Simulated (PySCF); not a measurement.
Compound: C₄H₁₃AlN₂.
Geometry (PBE0-D3(BJ)/def2-SVP, Å), atoms numbered from 1 in this order:
```xyz
20
C4H13AlN2 angstrom
N      2.1324    1.1599    1.2367
Al     1.8838   -0.7498    0.4260
N      0.1787   -0.6963   -0.1961
C     -0.2757   -0.2782   -1.5010
C     -1.5279    0.5812   -1.2278
C     -2.0255    0.0825    0.1460
C     -1.0322   -1.0378    0.5114
H      1.4269    1.3413    1.9521
H      2.0253    1.8772    0.5182
H      3.0501    1.2867    1.6673
H      2.1020   -1.5909    1.7759
H      3.0277   -0.6647   -0.6969
H      0.5085    0.2585   -2.0593
H     -0.5697   -1.1492   -2.1278
H     -1.2645    1.6497   -1.1835
H     -2.2850    0.4701   -2.0191
H     -3.0666   -0.2744    0.1201
H     -1.9817    0.8918    0.8922
H     -0.8663   -1.1356    1.5967
H     -1.4452   -2.0117    0.1660
```

The calculation used TDDFT CAM-B3LYP/def2-SVPD, vertical, gas phase, core orbitals frozen in the response in PySCF 2.14.0, density-fitted response routines.

Transition dipole moments from the ground state, in atomic units and in the frame of the coordinates above (overall signs are arbitrary), for the states with f of 0.002 or more among the lowest 6:

```tsv
state	E (hartree)	μx	μy	μz
S1	0.1729	-0.297	-0.397	-0.262
S2	0.2044	0.729	0.131	0.325
S3	0.2229	0.098	0.064	-0.200
S4	0.2249	-0.165	0.080	-0.048
S5	0.2347	-0.098	-0.095	0.264
S6	0.2355	-0.329	0.350	-0.003
```

Work out the oscillator strengths.

f = (2/3) ΔE |μ|² with ΔE in hartree (27.2114 eV).

```
state  |μ|² (au)  |μ| (D)      f
   S1      0.314     1.42  0.036
   S2      0.654     2.06  0.089
   S3      0.053     0.59  0.008
   S4      0.036     0.48  0.005
   S5      0.088     0.75  0.014
   S6      0.231     1.22  0.036
```

Which bond between heavy atoms lies closest to the direction of the S2 transition dipole?

Al2–N3, at 12° from it; next N3–C4 and N3–C7 at 53°.

What angle do the transition dipoles of S2 and S5 make?

|cos θ| = |μa·μb| / (|μa| |μb|) = 0.01, so θ ≈ 90° (taken between 0 and 90°, since the signs are arbitrary).

What peak molar absorption coefficient would the strongest computed level give as a lone Gaussian band 0.4 eV wide at half height?

ε(max) = 2.175×10⁸ f / FWHM, with the width in cm⁻¹. S2: 2.175×10⁸ × 0.0891 / 3226 ≈ 6000 L mol⁻¹ cm⁻¹.

One conformer stands for the species.

Without π bonds the low states may be Rydberg-like; a valence basis with one diffuse set may place them up to an eV too high.
